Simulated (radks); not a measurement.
Values are calculated unless marked as measured or tabulated.
Problem. The mean radii <r> (bohr) of the occupied orbitals of an atom or ion are listed with their occupations. Code: a radial shooting solver on a logarithmic mesh with Libxc functionals. Model: Dirac Kohn-Sham, PBE, spin-unpolarised, spherical densities, point nucleus.

orbital  occ.      <r>
1s1/2       2  0.01773
2s1/2       2  0.07424
2p1/2       2  0.06130
2p3/2       4  0.06950
3s1/2       2   0.1933
3p1/2       2   0.1835
3p3/2       4   0.1986
3d3/2       4   0.1734
3d5/2       6   0.1781
4s1/2       2   0.4317
4p1/2       2   0.4357
4p3/2       4   0.4693
4d3/2       4   0.4825
4d5/2       6   0.4938
5s1/2       2    1.008
5p1/2       2    1.101
4f5/2       6   0.5526
4f7/2       8   0.5608
5p3/2       4    1.200
5d3/2       4    1.672
5d5/2       2    1.728

Name the element and its charge. Open shells, if any, fill j = l - 1/2 first.

Solution. Z = 76, osmium, charge +2: Os2+ in [Xe] 4f14 5d6. The 1s radius gives Z: for a bare nucleus <r> = (2 gamma + 1)/(2Z) with gamma = sqrt(1 - (Z/c)^2), 0.01753 bohr for Z = 76, and screening makes it slightly larger (0.01773 here). The occupations add up to 74, and the charge is Z minus that.
